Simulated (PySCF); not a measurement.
**Working out the ionisation energy of Mo²⁺**

Mo²⁺ [Kr] 4d4 (5D) → Mo³⁺ [Kr] 4d3 (4F). Computed with PySCF 2.14 in def2-QZVPPD with the def2 core potential (28 electrons) (7s5p4d3f2g, 81 functions), with scalar relativity through the core potential. Frozen: nothing. Energies in hartree (1 hartree = 27.21139 eV):

```csv
part,Mo²⁺ (lower),Mo³⁺ (upper)
UHF,-66.781946,-65.823549
MP2 opposite-spin,-0.225143,-0.210518
MP2 same-spin,-0.103025,-0.080220
```

What does Hartree-Fock give?

(-65.823549) − (-66.781946) = 0.958397 hartree = 26.079 eV.

What do MP2 and SCS-MP2 (6/5 opposite-spin, 1/3 same-spin) give?

The opposite-spin parts differ by 0.398 eV and the same-spin parts by 0.621 eV. MP2: 26.079 + (0.398) + (0.621) = 27.098 eV. SCS-MP2: 26.079 + 1.2 × (0.398) + (0.621)/3 = 26.764 eV.

Reference: 27.13 ± 0.12 eV (semi-empirical (NIST evaluation); NIST Atomic Spectra Database, ionization energies), between the lowest levels; spin-orbit coupling is absent from the calculation.

What remains against the reference includes basis incompleteness and correlation beyond second order.
